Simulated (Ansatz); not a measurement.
```yaml
crystal:
  periodic: [false, false, false]
  atoms:
    - {symbol: O, position_ang: [-0.353629, 1.400094, -0.933903]}
    - {symbol: C, position_ang: [0.125899, 0.775149, 0.013928]}
    - {symbol: B, position_ang: [0.932612, -0.139346, 0.033208]}
    - {symbol: Sb, position_ang: [0.633788, -2.138507, 0.057919]}
    - {symbol: H, position_ang: [-1.124727, 1.780298, -0.607507]}
    - {symbol: H, position_ang: [-1.125115, 0.185146, 0.412879]}
    - {symbol: H, position_ang: [2.140262, 0.175796, -0.555003]}
    - {symbol: H, position_ang: [-0.977243, -2.115774, 1.155414]}
basis:
  gaussian: {orbitals: def2-SVPD, final_grid: {core_spheres: 1, valence_spheres: 1, degree: 3}}
hamiltonian: {xc: {name: PBE}}
output: {forces: true}
```

```sh
$ ansatz run in.yaml --threads 2 --pin off --events-out ev --progress --plain --max-ram 4352MiB
```

Output, abridged:

```
Functional definition: PBE
1133 factors; their error is unknown
mean field evaluation 1: about -10328.9687 eV, gradient 8.3e1 eV
mean field evaluation 2: about -10036.0493 eV, gradient 2.5e2 eV
mean field evaluation 4: about -10338.5060 eV, gradient 5.6e1 eV
mean field evaluation 8: about -10348.8523 eV, gradient 8.8e-1 eV
mean field evaluation 32: about -10417.5965 eV, gradient 1.9e-1 eV
a density is far from that of the atoms, so the factors are made again for it
1560 factors; integrals over basis functions are off by at most 5.4e-4 eV
mean field evaluation 96: about -10417.5910 eV, gradient 1.9e-1 eV
mean field -10417.59322833 eV, -382.8394898429 hartree, gradient 7.1e-5 eV, S^2 0.000000; 5 other end points of the search recorded, 0 dependent functions left out
reference -10417.59329877 eV, -382.8394924313 hartree; 23, 23 occupied and 104, 104 virtual orbitals, 1560 factors
Total energy: -10417.59329877 eV, -382.8394924313 hartree
Atom 0 at    -0.353629     1.400094    -0.933903 Å, force    19.278028   -12.406938    37.147398 eV/Å
Atom 1 at     0.125899     0.775149     0.013928 Å, force   -20.983231   -34.785763   -31.163823 eV/Å
Atom 2 at     0.932612    -0.139346     0.033208 Å, force    -6.654244    32.249653   -23.162055 eV/Å
Atom 3 at     0.633788    -2.138507     0.057919 Å, force    -9.077668    16.922492     8.046745 eV/Å
Atom 4 at    -1.124727     1.780298    -0.607507 Å, force    10.706945    -9.105176    -0.600881 eV/Å
Atom 5 at    -1.125115     0.185146     0.412879 Å, force     8.491932     4.285599     4.768076 eV/Å
Atom 6 at     2.140262     0.175796    -0.555003 Å, force    -3.313254     1.405416     7.920370 eV/Å
Atom 7 at    -0.977243    -2.115774     1.155414 Å, force     1.551491     1.434717    -2.955831 eV/Å
Dipole moment:     0.389244    -4.053684     0.356512 e Å
```

(1) What is wrong with this run?

Answers

(1) The integration grid is far too coarse. The run converged. The result belongs to that input, not to the molecule as meant.
